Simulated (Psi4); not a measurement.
Input file for Psi4: SAPT0/aug-cc-pVDZ on C2H7FSe (a complex), monomers drawn apart or pushed together.

```
memory 1837 MB

molecule dimer {
0 1
C    -1.38934188   -0.95033292    0.90298135
Se   -0.09158725    0.47205242    0.52497335
C     1.37134969   -0.69044080   -0.07385839
H    -0.98034901   -1.62656447    1.64939501
H    -2.28232560   -0.46804320    1.29351549
H    -1.62880521   -1.48170570   -0.01477320
H     1.63672534   -1.38039858    0.72316970
H     2.21700640   -0.04454309   -0.29800655
H     1.06999189   -1.22752575   -0.96980245
--
0 1
F     1.29487033   -0.15258602    4.29298197
H     0.97478607    0.22059710    3.48174936
units angstrom
symmetry c1
no_reorient
no_com
}

set {
  basis aug-cc-pVDZ
  scf_type df
  freeze_core true
}

energy('sapt0')
```

Program output:

```
[...]
==> Input File <==

--------------------------------------------------------------------------
memory 1837 MB

molecule dimer {
0 1
C    -1.38934188   -0.95033292    0.90298135
Se   -0.09158725    0.47205242    0.52497335
C     1.37134969   -0.69044080   -0.07385839
H    -0.98034901   -1.62656447    1.64939501
H    -2.28232560   -0.46804320    1.29351549
H    -1.62880521   -1.48170570   -0.01477320
H     1.63672534   -1.38039858    0.72316970
H     2.21700640   -0.04454309   -0.29800655
H     1.06999189   -1.22752575   -0.96980245
--
0 1
F     1.29487033   -0.15258602    4.29298197
H     0.97478607    0.22059710    3.48174936
units angstrom
symmetry c1
no_reorient
no_com
}

set {
  basis aug-cc-pVDZ
  scf_type df
  freeze_core true
}

energy('sapt0')
--------------------------------------------------------------------------


   => Loading Basis Set <=

    Name: AUG-CC-PVDZ
    Role: ORBITAL
    Keyword: BASIS
    atoms 1, 3    entry C          line   182 file aug-cc-pvdz.gbs
    atoms 2       entry SE         line  3217 file aug-cc-pvdz.gbs
    atoms 4-9, 11 entry H          line    40 file aug-cc-pvdz.gbs
    atoms 10      entry F          line   290 file aug-cc-pvdz.gbs

   => Loading Basis Set <=

    Name: AUG-CC-PVDZ
    Role: ORBITAL
    Keyword: BASIS
    atoms 1, 3    entry C          line   182 file aug-cc-pvdz.gbs
    atoms 2       entry SE         line  3217 file aug-cc-pvdz.gbs
    atoms 4-9, 11 entry H          line    40 file aug-cc-pvdz.gbs
    atoms 10      entry F          line   290 file aug-cc-pvdz.gbs


  //>>>>>>>>>>>>>>>>>>>>>>>>>>>>>>>>>>>//
  //              Dimer HF             //
  //<<<<<<<<<<<<<<<<<<<<<<<<<<<<<<<<<<<//

   => Libint2 <=

    Primary   basis highest AM E, G, H:  7, 6, 3
    Auxiliary basis highest AM E, G, H:  7, 7, 4
    Onebody   basis highest AM E, G, H:  -, -, -
    Solid Harmonics ordering:            Gaussian


   => Loading Basis Set <=

    Name: AUG-CC-PVDZ
    Role: ORBITAL
    Keyword: BASIS
    atoms 1, 3    entry C          line   182 file aug-cc-pvdz.gbs
    atoms 2       entry SE         line  3217 file aug-cc-pvdz.gbs
    atoms 4-9, 11 entry H          line    40 file aug-cc-pvdz.gbs
    atoms 10      entry F          line   290 file aug-cc-pvdz.gbs


         ---------------------------------------------------------
                                   SCF
               by Justin Turney, Rob Parrish, Andy Simmonett
                          and Daniel G. A. Smith
                              RHF Reference
                        1 Threads,   1751 MiB Core
         ---------------------------------------------------------

  ==> Geometry <==

    Molecular point group: c1
    Full point group: C1

    Geometry (in Angstrom), charge = 0, multiplicity = 1:

       Center              X                  Y                   Z               Mass
    ------------   -----------------  -----------------  -----------------  -----------------
         C           -1.389341880000    -0.950332920000     0.902981350000    12.000000000000
         SE          -0.091587250000     0.472052420000     0.524973350000    79.916521800000
         C            1.371349690000    -0.690440800000    -0.073858390000    12.000000000000
         H           -0.980349010000    -1.626564470000     1.649395010000     1.007825032230
         H           -2.282325600000    -0.468043200000     1.293515490000     1.007825032230
         H           -1.628805210000    -1.481705700000    -0.014773200000     1.007825032230
         H            1.636725340000    -1.380398580000     0.723169700000     1.007825032230
         H            2.217006400000    -0.044543090000    -0.298006550000     1.007825032230
         H            1.069991890000    -1.227525750000    -0.969802450000     1.007825032230
         F            1.294870330000    -0.152586020000     4.292981970000    18.998403162730
         H            0.974786070000     0.220597100000     3.481749360000     1.007825032230

  Running in c1 symmetry.

  Rotational constants: A =      0.14210  B =      0.03623  C =      0.03391 [cm^-1]
  Rotational constants: A =   4260.15616  B =   1086.27772  C =   1016.46617 [MHz]
  Nuclear repulsion =  257.977363634495134

  Charge       = 0
  Multiplicity = 1
  Electrons    = 62
  Nalpha       = 31
  Nbeta        = 31

  ==> Algorithm <==

  SCF Algorithm Type is DF.
  DIIS enabled.
  MOM disabled.
  Fractional occupation disabled.
  Guess Type is SAD.
  Energy threshold   = 1.00e-08
  Density threshold  = 1.00e-08
  Integral threshold = 1.00e-12

  ==> Primary Basis <==

  Basis Set: AUG-CC-PVDZ
    Blend: AUG-CC-PVDZ
    Number of shells: 76
    Number of basis functions: 168
    Number of Cartesian functions: 177
    Spherical Harmonics?: true
    Max angular momentum: 2

   => Loading Basis Set <=

    Name: (AUG-CC-PVDZ AUX)
    Role: JKFIT
    Keyword: DF_BASIS_SCF
    atoms 1, 3    entry C          line   154 file aug-cc-pvdz-jkfit.gbs
    atoms 2       entry SE         lin
[...]


  @DF-RHF Final Energy:  -100.03124732610380

   => Energetics <=

    Nuclear Repulsion Energy =              5.0207237086990819
    One-Electron Energy =                -150.1794394890912656
    Two-Electron Energy =                  45.1274684542883904
    Total Energy =                       -100.0312473261037951

Computation Completed


Properties will be evaluated at   0.000000,   0.000000,   0.000000 [a0]

Properties computed using the SCF density matrix


 Multipole Moments:

 ------------------------------------------------------------------------------------
     Multipole            Electronic (a.u.)      Nuclear  (a.u.)        Total (a.u.)
 ------------------------------------------------------------------------------------

 L = 1.  Multiply by 2.5417464519 to convert [e a0] to [Debye]
 Dipole X            :        -24.1293488           23.8646313           -0.2647175
 Dipole Y            :          2.4871702           -2.1782440            0.3089262
 Dipole Z            :        -80.2634370           79.5925944           -0.6708427
 Magnitude           :                                                    0.7845640

 ------------------------------------------------------------------------------------

  Constructing Basis Sets for SAPT...

   => Loading Basis Set <=

    Name: (AUG-CC-PVDZ AUX)
    Role: RIFIT
    Keyword: DF_BASIS_SAPT
    atoms 1, 3    entry C          line   112 file aug-cc-pvdz-ri.gbs
    atoms 2       entry SE         line   900 file aug-cc-pvdz-ri.gbs
    atoms 4-9, 11 entry H          line    30 file aug-cc-pvdz-ri.gbs
    atoms 10      entry F          line   250 file aug-cc-pvdz-ri.gbs

   => Loading Basis Set <=

    Name: (AUG-CC-PVDZ AUX)
    Role: JKFIT
    Keyword: DF_BASIS_ELST
    atoms 1, 3    entry C          line   154 file aug-cc-pvdz-jkfit.gbs
    atoms 2       entry SE         line  1269 file aug-cc-pvdz-jkfit.gbs
    atoms 4-9, 11 entry H          line    70 file aug-cc-pvdz-jkfit.gbs
    atoms 10      entry F          line   328 file aug-cc-pvdz-jkfit.gbs


  //>>>>>>>>>>>>>>>>>>>>>>>>>>>>>>>>>>>//
  //               SAPT0               //
  //<<<<<<<<<<<<<<<<<<<<<<<<<<<<<<<<<<<//



        SAPT0
    Ed Hohenstein
     6 June 2009

      Orbital Information
  --------------------------
    NSO        =       168
    NMO        =       168
    NRI        =       507
    NRI (Elst) =       676
    NOCC A     =        26
    NOCC B     =         5
    FOCC A     =        11
    FOCC B     =         1
    NVIR A     =       142
    NVIR B     =       163

    Elst10,r            =    -0.005544923059 [Eh]
    Exch10              =     0.001413281774 [Eh]
    Exch10 (S^2)        =     0.001411527285 [Eh]

    Maxiter = 50
    CPHF R converge = 1.000000E-08

    Iter     Energy [mEh]          dE [mEh]         Residual      Time [s]
       1      -1.38653926       1.386539255     7.044944e-03             0
       2      -1.68523768       0.298698421     2.931093e-03             0
       3      -1.79489127       0.109653594     5.902187e-04             0
       4      -1.78259098      -0.012300294     2.050482e-04             0
       5      -1.78123999      -0.001350985     4.918209e-05             0
       6      -1.78192808       0.000688094     1.460142e-05             0
       7      -1.78193909       0.000011002     4.762359e-06             0
       8      -1.78190318      -0.000035906     1.092172e-06             1
       9      -1.78190328       0.000000095     3.486558e-07             1
      10      -1.78190553       0.000002251     5.557050e-08             1
      11      -1.78190519      -0.000000336     1.315169e-08             1
      12      -1.78190519       0.000000003     4.422597e-09             1

    CHF Iterations converged

    Maxiter = 50
    CPHF R converge = 1.000000E-08

    Iter     Energy [mEh]          dE [mEh]         Residual      Time [s]
       1      -0.07522146       0.075221461     2.193379e-03             0
       2      -0.08323613       0.008014669     1.020271e-03             0
       3      -0.09037017       0.007134040     2.310339e-04             0
       4      -0.08998477      -0.000385398     5.415702e-05             0
       5      -0.08983616      -0.000148617     6.115111e-06             0
       6      -0.08986341       0.000027253     1.286702e-06             0
       7      -0.08985980      -0.000003613     2.853381e-07             0
       8      -0.08986020       0.000000408     6.051382e-08             0
       9      -0.08986020      -0.000000005     9.135756e-09             0

    CHF Iterations converged

    Ind20,r (A<-B)      =    -0.001781905195 [Eh]
    Ind20,r (B<-A)      =    -0.000089860197 [Eh]
    Ind20,r             =    -0.001871765392 [Eh]
    Exch-Ind20,r (A<-B) =     0.000747996726 [Eh]
    Exch-Ind20,r (B<-A) =     0.000021261258 [Eh]
    Exch-Ind20,r        =     0.000769257985 [Eh]
    Disp20              =    -0.001282313602 [Eh]
    Disp20 (SS)         =    -0.000641156801 [Eh]
    Disp20 (OS)         =    -0.000641156801 [Eh]
    Exch-Disp20         =     0.000104625374 [Eh]
    Exch-Disp20 (SS)    =     0.000067118437 [Eh]
    Exch-Disp20 (OS)    =     0.000037506937 [Eh]

    SAPT Results
  --------------------------------------------------------------------------------------------------------
    Electrostatics                 -5.54492306 [mEh]      -3.47949175 [kcal/mol]     -14.55819349 [kJ/mol]
      Elst10,r                     -5.54492306 [mEh]      -3.47949175 [kcal/mol]     -14.55819349 [kJ/mol]

    Exchange                        1.41328177 [mEh]       0.88684770 [kcal/mol]       3.71057079 [kJ/mol]
      Exch10                        1.41328177 [mEh]       0.88684770 [kcal/mol]       3.71057079 [kJ/mol]
      Exch10(S^2)                   1.41152728 [mEh]       0.88574674 [kcal/mol]       3.70596438 [kJ/mol]

    Induction                      -1.46733458 [mEh]      -0.92076635 [kcal/mol]      -3.85248640 [kJ/mol]
      Ind20,r                      -1.87176539 [mEh]      -1.17455052 [kcal/mol]      -4.91431936 [kJ/mol]
      Exch-Ind20,r                  0.76925798 [mEh]       0.48271667 [kcal/mol]       2.01968656 [kJ/mol]
      delta HF,r (2)               -0.36482717 [mEh]      -0.22893251 [kcal/mol]      -0.95785360 [kJ/mol]

    Dispersion                     -1.17768823 [mEh]      -0.73901052 [kcal/mol]      -3.09202002 [kJ/mol]
      Disp20                       -1.28231360 [mEh]      -0.80466393 [kcal/mol]      -3.36671390 [kJ/mol]
      Exch-Disp20                   0.10462537 [mEh]       0.06565341 [kcal/mol]       0.27469388 [kJ/mol]
      Disp20 (SS)                  -0.64115680 [mEh]      -0.40233197 [kcal/mol]      -1.68335695 [kJ/mol]
      Disp20 (OS)                  -0.64115680 [mEh]      -0.40233197 [kcal/mol]      -1.68335695 [kJ/mol]
      Exch-Disp20 (SS)              0.06711844 [mEh]       0.04211746 [kcal/mol]       0.17621943 [kJ/mol]
      Exch-Disp20 (OS)              0.03750694 [mEh]       0.02353596 [kcal/mol]       0.09847445 [kJ/mol]

  Total HF                         -5.59897586 [mEh]      -3.51341040 [kcal/mol]     -14.70010910 [kJ/mol]
  Total SAPT0                      -6.77666409 [mEh]      -4.25242092 [kcal/mol]     -17.79212912 [kJ/mol]

  Special recipe for scaled SAPT0 (see Manual):
    Electrostatics sSAPT0          -5.54492306 [mEh]      -3.47949175 [kcal/mol]     -14.55819349 [kJ/mol]
    Exchange sSAPT0                 1.41328177 [mEh]       0.88684770 [kcal/mol]       3.71057079 [kJ/mol]
    Induction sSAPT0               -1.46446251 [mEh]      -0.91896410 [kcal/mol]      -3.84494579 [kJ/mol]
    Dispersion sSAPT0              -1.17729760 [mEh]      -0.73876540 [kcal/mol]      -3.09099443 [kJ/mol]
  Total sSAPT0                     -6.77340140 [mEh]      -4.25037355 [kcal/mol]     -17.78356293 [kJ/mol]
  --------------------------------------------------------------------------------------------------------



*** Psi4 exiting successfully. Buy a developer a beer!
```

The run finished.

Cost: about 19 core-seconds (a rough figure).
